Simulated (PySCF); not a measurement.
**SMILES Cl/C1=C\CCCCCC1, C₈H₁₃Cl**

Molfile (atoms numbered from 1):
```
C8H13Cl
     RDKit          3D

 22 22  0  0  0  0  0  0  0  0999 V2000
    0.2095    2.2083   -1.2828 Cl  0  0  0  0  0  0  0  0  0  0  0  0
    0.2115    1.9071    0.4431 C   0  0  0  0  0  0  0  0  0  0  0  0
    1.2921    1.4192    1.0622 C   0  0  0  0  0  0  0  0  0  0  0  0
    2.3640    0.6371    0.3964 C   0  0  0  0  0  0  0  0  0  0  0  0
    1.8805   -0.8323    0.4413 C   0  0  0  0  0  0  0  0  0  0  0  0
    0.4291   -1.0713   -0.0140 C   0  0  0  0  0  0  0  0  0  0  0  0
   -0.7169   -0.7766    0.9928 C   0  0  0  0  0  0  0  0  0  0  0  0
   -1.6765    0.3862    0.6887 C   0  0  0  0  0  0  0  0  0  0  0  0
   -1.1470    1.7944    1.0410 C   0  0  0  0  0  0  0  0  0  0  0  0
    1.1755    1.2670    2.1421 H   0  0  0  0  0  0  0  0  0  0  0  0
    3.3418    0.7253    0.8953 H   0  0  0  0  0  0  0  0  0  0  0  0
    2.4861    0.9628   -0.6474 H   0  0  0  0  0  0  0  0  0  0  0  0
    1.9984   -1.2182    1.4700 H   0  0  0  0  0  0  0  0  0  0  0  0
    2.5567   -1.4391   -0.1847 H   0  0  0  0  0  0  0  0  0  0  0  0
    0.3611   -2.1358   -0.2906 H   0  0  0  0  0  0  0  0  0  0  0  0
    0.2511   -0.5195   -0.9519 H   0  0  0  0  0  0  0  0  0  0  0  0
   -0.2978   -0.6453    2.0064 H   0  0  0  0  0  0  0  0  0  0  0  0
   -1.3410   -1.6823    1.0633 H   0  0  0  0  0  0  0  0  0  0  0  0
   -1.9377    0.3678   -0.3832 H   0  0  0  0  0  0  0  0  0  0  0  0
   -2.6209    0.2262    1.2353 H   0  0  0  0  0  0  0  0  0  0  0  0
   -1.0596    1.8918    2.1358 H   0  0  0  0  0  0  0  0  0  0  0  0
   -1.8411    2.5704    0.6840 H   0  0  0  0  0  0  0  0  0  0  0  0
  1  2  1  0
  2  3  2  0
  3  4  1  0
  4  5  1  0
  5  6  1  0
  6  7  1  0
  7  8  1  0
  8  9  1  0
  9  2  1  0
  3 10  1  0
  4 11  1  0
  4 12  1  0
  5 13  1  0
  5 14  1  0
  6 15  1  0
  6 16  1  0
  7 17  1  0
  7 18  1  0
  8 19  1  0
  8 20  1  0
  9 21  1  0
  9 22  1  0
M  END
```

Method used: PySCF 2.14.0, quadratic response CAM-B3LYP/aug-cc-pVDZ first hyperpolarisability, Taylor convention, gas phase. Geometry: PBE0-D3(BJ)/def2-SVP.

(1) What is the first hyperpolarisability, and how does it disperse?

(2) Which lowest excitations, dipole and polarisabilities go with it?

## Answers

(1) In au, Taylor convention; the vector part is βᵢ = ⅓ Σⱼ (βᵢⱼⱼ + βⱼᵢⱼ + βⱼⱼᵢ); β∥ is 3/5 of the vector part along the dipole, the dipole points from − to +:
| process | λ (nm) | β vector norm | β∥ | β HRS | depolarisation ratio |
| --- | --- | --- | --- | --- | --- |
| static β(0;0,0) | ∞ | 87.7 | -24.1 | 35.2 | 5.56 |
| second harmonic β(−2ω;ω,ω) | 1907 | 92.3 | -25.9 | 37.0 | 5.62 |
| Pockels β(−ω;ω,0) | 1907 | 89.2 | -24.7 | – | – |
| second harmonic β(−2ω;ω,ω) | 1064 | 104.3 | -30.7 | 41.6 | 5.76 |
| Pockels β(−ω;ω,0) | 1064 | 92.7 | -26.0 | – | – |

(2) S1 5.71 eV (f = 0.046); S2 6.10 eV (f = 0.147); S3 6.47 eV (f = 0.019); dipole 1.94 D; isotropic α 106.8 au static, 107.0 au at 1907 nm, 107.6 au at 1064 nm, 107.9 au at 953.5 nm, 110.5 au at 532 nm.
